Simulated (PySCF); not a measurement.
Compound: C₇H₁₁S (doublet state).
Geometry (GFN2-xTB, Å), atoms numbered from 1 in this order:
```xyz
19
C7H11S angstrom
C     -2.5224    1.1545   -1.0972
C     -2.3033    0.0657   -0.4436
C     -2.0971   -1.0666    0.2463
C     -0.9657   -1.3699    0.9814
C      0.2208   -0.4796    1.0550
C      1.3382   -1.0221    0.1553
S      2.8770   -0.0556    0.2638
C      2.3868    1.4289   -0.6580
H     -2.9921    2.0182   -0.6424
H     -2.2612    1.2722   -2.1416
H     -2.9001   -1.7959    0.2235
H     -0.9060   -2.3212    1.4854
H      0.6027   -0.4301    2.0785
H     -0.0529    0.5257    0.7288
H      1.6170   -2.0306    0.4594
H      1.0241   -1.0386   -0.8889
H      2.0230    1.1395   -1.6399
H      3.2778    2.0399   -0.7567
H      1.6237    1.9747   -0.1110
```

The hyperfine couplings belong to this conformer and change with its torsions.

The species is `C=[C]/C=C\CCSC` [radical].

Method used: PySCF, UKS B3LYP, pcH-1 on C H S, non-relativistic, mean-field spin-orbit, GIAO. Isolated species at its GFN2-xTB geometry (one conformer only). Couplings are sensitive to structure, and on GFN2-xTB geometries they can be far from those on DFT ones. Stability of the SCF solution: not tested. ⟨S²⟩ is 0.774 where a pure state has 0.75.

Question: Break the g tensor into its mass correction, gauge correction and orbital-Zeeman/spin–orbit terms.

Answer: 
```
                    Δg (ppm)     1     2     3
relativistic mass correction  -146  -146  -146
            gauge correction     4    30    36
   orbital Zeeman/spin–orbit    22   377   579
                       total  -121   261   469
```

So g = 2.00220, 2.00258, 2.00279 and g_iso = 2.00252; the tensor is rhombic: the two nearest values differ by 35 % of g3 − g1. Axes: g3 points within 7° of the C3–H11 bond.

Question: At 33.978 GHz, how far is the centre of the isotropic spectrum from where a free electron (g = 2.002319) resonates?

Answer: B = hν/(g μB) with μB/h = 13.99624 MHz/mT gives 1212.42 mT for the free electron and 1212.30 mT at g_iso, 0.12 mT lower.

Question: What effective moment and Curie constant follow for a powder?

Answer: With the mean of g² = 4.0101 and S(S+1) = 0.75: μ_eff = √(⟨g²⟩S(S+1)) = 1.734 μB and χT = 0.12505·⟨g²⟩·S(S+1) = 0.376 cm³ K/mol (cgs; spin-Hamiltonian part alone).

Question: How much does each term add to the isotropic shift?

Answer: The orbital-Zeeman/spin–orbit term 326, the mass correction -146 and the gauge correction 23 ppm, for a total of 203 ppm. The orbital-Zeeman/spin–orbit term is the largest in size. The mass correction is the same along every axis, so the anisotropy comes from the other two: their spans along these axes are 32 (gauge) and 557 ppm (orbital Zeeman/spin–orbit).

Question: In a frozen sample, at which fields do the three g values resonate at 9.5, 34, 94 and 263 GHz (hyperfine left aside), and which band first spreads them over more than twice a line width of 0.5 mT?

Answer: 
```tsv
band	GHz	B(g3) mT	B(g2) mT	B(g1) mT	spread mT
X	9.5	338.90	338.94	339.00	0.10
Q	34.0	1212.92	1213.05	1213.28	0.36
W	94.0	3353.37	3353.72	3354.36	0.99
J	263.0	9382.30	9383.27	9385.06	2.76
```

The spread grows in proportion to the frequency. J band is the first where it exceeds 1.0 mT.

The Mulliken spin populations are largest on C4 (+0.70), C2 (+0.58), C3 (-0.25) and C1 (-0.11). The positive populations add up to 1.45 and the negative ones to -0.45, together 2S = 1. The angles at C4 add up to 359.9°, so it is planar; its axial dipolar tensor and the negative coupling of its proton fit spin in a p orbital normal to that plane.

The HOMO–LUMO gaps are 5.06 eV among the α and 3.80 eV among the β orbitals.

On one thread of an Arm Neoverse V1, on a shared host, this took 2.0 min (grids of density and orbitals included) and 1.1 GiB of memory at its peak.

The SMILES draws the unpaired electron on C2; the largest computed Mulliken spin population is on C4 (0.70 against 0.58).
